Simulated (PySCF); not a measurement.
CdGeH₃I, SMILES [I][Cd][GeH3].

Coordinates come from a PBE-D3(BJ)/def2-SVP optimisation. The structure was generated by enumeration; whether it is a known compound was not checked. The def2 effective core potentials stand for the cores of Cd, I; spin–orbit coupling is left out.

The numbers are results of PySCF with PBE-D3(BJ)/def2-SVP, not measurements.

Frequencies are harmonic and unscaled.

Modes within 1.5 cm⁻¹ of each other (mostly degenerate sets) share a row, with their intensities summed.

| mode | ν (cm⁻¹) | IR (km/mol) | moving atoms (share of kinetic energy) |
|---|---|---|---|
| 1–2 | 51 | 3.0 | Cd 62 %, Ge 21 %, I 14 % |
| 3 | 149 | 7.1 | Ge 50 %, I 46 % |
| 4 | 251 | 15.8 | Cd 62 %, Ge 23 %, I 13 % |
| 5–6 | 405 | 5.5 | H 95 % |
| 7 | 743 | 355.3 | H 97 % |
| 8–9 | 853 | 57.9 | H 99 % |
| 10 | 2062 | 86.1 | H 100 % |
| 11–12 | 2083 | 177.6 | H 98 % |
